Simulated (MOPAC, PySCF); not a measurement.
H6BClSi2, SMILES `[SiH3]B([SiH3])Cl`, neutral singlet in the gas phase. 

Z-matrix (Å, degrees):
```
B
Cl 1 1.7555
Si 1 2.0210 2 119.00
H 3 1.4962 1 113.81 2 20.14
H 3 1.4984 4 109.47 1 -124.71
H 3 1.5020 4 108.63 5 -116.72
Si 1 2.0218 2 118.62 3 179.90
H 7 1.4963 1 113.48 2 24.65
H 7 1.4978 8 109.46 1 -125.05
H 7 1.5023 8 108.50 9 -116.80
```
Charge 0, multiplicity 1.

All levels are single points at this geometry (PBE-D3(BJ)/def2-TZVP); Pople sets use spherical d functions. Orbital energies aren't observables, and empty levels follow the basis.

SVWN5/6-31G* in PySCF gives HOMO (eV) = -6.31.

Problem. Estimate the HOMO (eV) from each of these levels: PBE-D3(BJ)/def2-TZVP in PySCF; B3LYP/6-311+G** in PySCF; B3LYP/6-31G* in PySCF; HF/STO-3G in PySCF; PM3 in MOPAC.

Solution. 
| level | HOMO (eV) |
|---|---|
| PBE-D3(BJ)/def2-TZVP in PySCF | -6.34 |
| B3LYP/6-311+G** in PySCF | -7.36 |
| B3LYP/6-31G* in PySCF | -7.23 |
| HF/STO-3G in PySCF | -8.31 |
| PM3 in MOPAC | -9.05 |
